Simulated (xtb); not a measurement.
xtb input (GFN2-xTB):

```bash
xtb mol.xyz --gfn 2 --sp --chrg 0 --uhf 0
```
mol.xyz:
```
2

K     -0.00000000    -0.00000000    -2.27610594
I      0.00000000     0.00000000     0.81596251
```

End of the output:

```
         :::::::::::::::::::::::::::::::::::::::::::::::::::::
         ::                     SUMMARY                     ::
         :::::::::::::::::::::::::::::::::::::::::::::::::::::
         :: total energy              -4.084527844999 Eh    ::
         :: gradient norm              0.006599244825 Eh/a0 ::
         :: HOMO-LUMO gap              1.865027424802 eV    ::
         ::.................................................::
         :: SCC energy                -4.090227882593 Eh    ::
         :: -> isotropic ES            0.064161990399 Eh    ::
         :: -> anisotropic ES          0.002546539845 Eh    ::
         :: -> anisotropic XC         -0.000206908360 Eh    ::
         :: -> dispersion             -0.000547937074 Eh    ::
         :: repulsion energy           0.005700037594 Eh    ::
         :: add. restraining           0.000000000000 Eh    ::
         :: total charge              -0.000000000000 e     ::
         :::::::::::::::::::::::::::::::::::::::::::::::::::::

           -------------------------------------------------
          |                Property Printout                |
           -------------------------------------------------

    * Orbital Energies and Occupations

         #    Occupation            Energy/Eh            Energy/eV
      -------------------------------------------------------------
         1        2.0000           -0.6400887             -17.4177
         2        2.0000           -0.3564014              -9.6982
         3        2.0000           -0.3415880              -9.2951
         4        2.0000           -0.3415880              -9.2951 (HOMO)
         5                         -0.2730495              -7.4301 (LUMO)
Note: The following floating-point exceptions are signalling: IEEE_UNDERFLOW_FLAG IEEE_DENORMAL
normal termination of xtb
         6                         -0.1066704              -2.9026
         7                         -0.1066704              -2.9026
         8                          0.1323021               3.6001
         9                          0.1367444               3.7210
        10                          0.1367444               3.7210
        11                          0.1424965               3.8775
        12                          0.1424965               3.8775
        13                          0.1686276               4.5886
      -------------------------------------------------------------
                  HL-Gap            0.0685385 Eh            1.8650 eV
             Fermi-level           -0.3073187 Eh           -8.3626 eV

     #   Z          covCN         q      C6AA      α(0)
     1  19 K        0.731     0.555   218.288    52.503
     2  53 I        0.731    -0.555   414.436    35.146

 Mol. C6AA /au·bohr⁶  :       1123.349838
 Mol. C8AA /au·bohr⁸  :     144714.512641
 Mol. α(0) /au        :         87.649191

Wiberg/Mayer (AO) data.
largest (>0.10) Wiberg bond orders for each atom

 ---------------------------------------------------------------------------
     #   Z sym  total        # sym  WBO       # sym  WBO       # sym  WBO
 ---------------------------------------------------------------------------
     1  19 K    0.783 --     2 I    0.783
     2  53 I    0.783 --     1 K    0.783
 ---------------------------------------------------------------------------

Topologies differ in total number of bonds
Writing topology from bond orders to xtbtopo.mol

molecular dipole:
                 x           y           z       tot (Debye)
 q only:        0.000       0.000      -3.242
   full:        0.000      -0.000      -3.868       9.832
molecular quadrupole (traceless):
                xx          xy          yy          xz          yz          zz
 q only:       -4.473       0.000      -4.473       0.000       0.000       8.946
  q+dip:       -5.657       0.000      -5.657      -0.000      -0.000      11.315
   full:       -5.667       0.000      -5.667       0.000      -0.000      11.334

           -------------------------------------------------
          | TOTAL ENERGY               -4.084527844999 Eh   |
          | GRADIENT NORM               0.006599244825 Eh/α |
          | HOMO-LUMO GAP               1.865027424802 eV   |
           -------------------------------------------------

------------------------------------------------------------------------
------------------------------------------------------------------------
 total:
 SCF:
```
